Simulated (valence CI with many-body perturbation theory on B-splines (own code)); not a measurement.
Ladder of approximations for Rb⁶⁺

Calculated by configuration interaction combined with many-body perturbation theory (CI+MBPT): three valence electrons over a frozen Dirac-Fock core [Ar] 3d10, radial functions for each j: 11 s, 11 p, 9 d, 7 f, 5 g, 2 h, 1 i, with the one-electron correlation potential Σ1 (screened to all orders), the two-electron term Σ2, the three-electron term Σ3, Breit, model QED; selected single and double excitations, second order for the rest, scaled by the run's own slope (own B-spline code, finite nucleus).

Against 19 measured levels this calculation errs by 89 cm⁻¹ on average and by 214 at most. These come from a selection out of Sansonetti, J. Phys. Chem. Ref. Data 35, 301 (2006). Levels without a partner in it may be off by more.

Each rung adds one term. CI alone is the Dirac-Coulomb CI over the frozen core; QED comes last and gives the full result, which names the levels. Energies are above 4s²4p ²P°_1/2 on the same rung, in cm⁻¹.

Names give the largest LS component (configuration and term), which can be under half, so a name can repeat, a term be missing and a line seem to break the LS rules; names also repeat where a configuration has a term twice.

| Level | CI alone | + Σ1 | + Σ2 | + Σ3 | + Breit | Full |
| --- | --- | --- | --- | --- | --- | --- |
| 4s²4p ²P°_3/2 | 10254 | 10572 | 10634 | 10636 | 10443 | 10465 |
| 4s4p² ⁴P_1/2 | 118705 | 120062 | 122364 | 122387 | 122442 | 122157 |
| 4s4p² ⁴P_3/2 | 123008 | 124515 | 126874 | 126900 | 126860 | 126587 |
| 4s4p² ⁴P_5/2 | 128365 | 130019 | 132357 | 132383 | 132248 | 131985 |
| 4s4p² ²D_3/2 | 158293 | 160116 | 160953 | 160950 | 160841 | 160591 |
| 4s4p² ²D_5/2 | 159715 | 161603 | 162500 | 162497 | 162330 | 162087 |
| 4s4p² ²S_1/2 | 190982 | 192885 | 191083 | 190993 | 190970 | 190694 |
| 4s4p² ²P_1/2 | 205119 | 207226 | 203407 | 203340 | 203193 | 202929 |
| 4s4p² ²P_3/2 | 209927 | 212134 | 207552 | 207496 | 207315 | 207054 |
| 4s²4d ²D_3/2 | 255993 | 259014 | 256299 | 256268 | 255891 | 255886 |
| 4s²4d ²D_5/2 | 257266 | 260329 | 257630 | 257600 | 257167 | 257168 |
| 4p³ ²D°_3/2 | 308244 | 311606 | 311950 | 311962 | 311951 | 311417 |
| 4p³ ⁴S°_3/2 | 313563 | 316936 | 315344 | 315358 | 315263 | 314723 |
| 4p³ ²D°_5/2 | 310755 | 314265 | 315423 | 315446 | 315296 | 314797 |
| 4p³ ²P°_1/2 | 340561 | 344189 | 343028 | 342993 | 342868 | 342352 |
| 4s²5s ²S_1/2 | 339632 | 344758 | 343275 | 343171 | 342827 | 342963 |
| 4p³ ²P°_3/2 | 342966 | 346741 | 345828 | 345799 | 345569 | 345071 |
| 4s4p4d ⁴F°_3/2 | 351068 | 355146 | 357469 | 357529 | 357274 | 356988 |
| 4s4p4d ⁴F°_5/2 | 353279 | 357423 | 359738 | 359799 | 359489 | 359208 |

Task: How does the ionisation energy move along the ladder, and which term matters most?

Result: CI alone 98.477, + Σ1 99.381, + Σ2 99.169, + Σ3 99.156, + Breit 99.101, + QED 99.108 eV. The largest step is Σ1, 0.904 eV. NIST lists 98.67 ± 0.04 eV (semi-empirical), further off than its uncertainty and the later steps.
